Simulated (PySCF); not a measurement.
Level of theory: PySCF 2.14.0 with B3LYP-D3(BJ)/def2-TZVP // PBE0-D4/def2-TZVP. Gas-phase values, no solvent. One relaxed conformer stands for a flexible species; it need not be the lowest. B3LYP has the VWN-RPA correlation part, as in Gaussian. 

Reference species (SMILES): `CN(C)[SiH2]` (neutral, multiplicity 2).

```yaml
highest_occupied_spin_orbital: -4.82 eV
```

Changed species: `[SiH2][SiH3]` (radical fragment; the reference has radical fragment).

Give the shifts of the highest occupied spin orbital.

the highest occupied spin orbital drops by 1.11 eV, to -5.93 eV.
